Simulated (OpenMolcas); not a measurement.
P: Slater's ratio, thermal populations, worked from levels

```
Program             : OpenMolcas
Basis               : ANO-RCC-VTZP [5s4p2d1f]
Scalar Hamiltonian  : DKH2, point nucleus
Active space        : 5 electrons in 8 orbitals (3s 3p 4s 4p)
State averaging     : 2S+1 = 4 odd, 1 root; 2S+1 = 2 odd, 8 roots; 2S+1 = 4 even, 3 roots; 2S+1 = 2 even, 5 roots (0 in the spin-orbit step)
Spin-orbit coupling : state interaction with AMFI integrals over the reference wave functions, term energies averaged over their components
```

Methods: CASSCF; SS-CASPT2, IPEA 0.25 Eh, imaginary shift 0.1 Eh (closed shells correlated: 2s 2p). Measured levels: NIST Handbook of Basic Atomic Spectroscopic Data.

**Slater's ratio.** With one set of orbitals, p3 has ²D° - ⁴S° = 9 F2 and ²P° - ²D° = 6 F2 (F2 = F²/25), a ratio of 2/3. Term energies are centres of gravity, weighted by 2J + 1.

```csv
Source,²D° - ⁴S°,²P° - ⁴S°,F2 from the first,Ratio
CASSCF,14689,19606,1632,0.335
SS-CASPT2,12475,19530,1386,0.566
measured,11370,18740,1263,0.648
```

Energies in cm-1. A ratio away from 2/3 shows effects beyond one configuration with one set of orbitals, and in heavier atoms second-order spin-orbit shifts. In CASSCF the valence s occupation is 1.94 in ²P° against 1.99 in ²D°: mixing out of s² acts most on ²P° and pulls it down.

**Thermal populations.** Z = Σ (2J + 1) exp(-E/kT) with k = 0.695035 cm-1/K, over the levels below. No other level of either list lies under 55900 cm-1, which is above 7 kT at each temperature.

| Level | 2J + 1 | SS-CASPT2 | measured |
| --- | --- | --- | --- |
| 3s² 3p³ ⁴S°_3/2 | 4 | 0.0 | 0.0 |
| 3s² 3p³ ²D°_3/2 | 4 | 12470 | 11361 |
| 3s² 3p³ ²D°_5/2 | 6 | 12480 | 11377 |
| 3s² 3p³ ²P°_1/2 | 2 | 19520 | 18723 |
| 3s² 3p³ ²P°_3/2 | 4 | 19530 | 18748 |

```csv
T (K),"Z, SS-CASPT2","Z, measured levels","Ground level (%), SS-CASPT2","Ground level (%), measured levels"
5000,4.298,4.407,93.1,90.8
8000,5.240,5.500,76.3,72.7
```

At 8000 K, kT = 5560 cm-1, and the computed levels give Z = 4.000 + 0.425 + 0.636 + 0.060 + 0.119 = 5.240.

CASPT2 does not keep the components of a term degenerate, so their means are used; among the terms shown or strongly mixed into the levels shown the widest spread is 110 cm-1 (3s² 3p³ ²D°, SS-CASPT2). Active for correlation alone: 4p 4s; no level in the range computed is led by a configuration that fills them, so any true level of that kind is missing. Without dynamic correlation excited terms often stand tens of per cent too high (terms of higher spin than the ground term too low), and those without a measured partner can miss by more than the paired ones (holds for CASSCF). Computed and measured levels are paired by configuration, term and J; levels that our copy of the source lacks, or whose pairing is in doubt (as where it misses far off the trend of its configuration), stay unpaired and out of the deviations. Levels of configurations outside the active space are missing.

° marks odd parity.
